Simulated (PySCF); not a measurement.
C$_{3}$H$_{3}$ (SMILES C#C[CH2-]), charge -1, singlet, geometry from GFN2-xTB (in this run its highest filled SCF level lies above zero, so its values depend strongly on the basis, on diffuse functions most of all). Base run: B3LYP/pcseg-1 (PySCF).

PySCF was given this input:
```python
from pyscf import gto, scf, dft

mol = gto.M(
    atom='''
C    -0.000588   -0.067353    0.131452
C     0.012727    0.421654    1.286929
C    -0.009166   -0.235089   -1.200541
H     0.008172   -0.086694    2.252544
H     0.909339   -0.330062   -1.783745
H    -0.935345   -0.298514   -1.775838
''',
    basis='pcseg-1',
    charge=-1,
    spin=0,
    verbose=4,
)

mf = dft.RKS(mol)
mf.xc = 'b3lyp'
mf.kernel()
mf.analyze()
```

Each row names what was changed in the base input (with any setting that the change needs).

```
change                                                                                                                  ΔE vs base (mEh)  fitting functions
----------------------------------------------------------------------------------------------------------------------  ----------------  -----------------
base                                                                                                                               0.000                  -
auxbasis = autoaux                                                                                                                 0.012                411
auxbasis = def2-universal-jfit                                                                                                     0.016                180
auxbasis = def2-tzvp-ri                                                                                                           -0.107                273
exchange = seminumerical (SGX) (with mf = sgx.sgx_fit(mf, auxbasis='def2-universal-jfit'); with mf.with_df.dfj = True)            -0.133                180
auxbasis = cc-pvtz-jkfit                                                                                                          -0.041                327
auxbasis = even-tempered beta=2.0                                                                                                 -0.014                435
auxbasis = def2-svp-ri                                                                                                            -3.772                186
auxbasis = even-tempered beta=1.6                                                                                                  0.000                651
auxbasis = cc-pvqz-jkfit                                                                                                          -0.029                471
```

A fitting set is made for a task (jfit for Coulomb, jkfit for Coulomb and exchange, ri for correlation) and for a family of orbital bases.
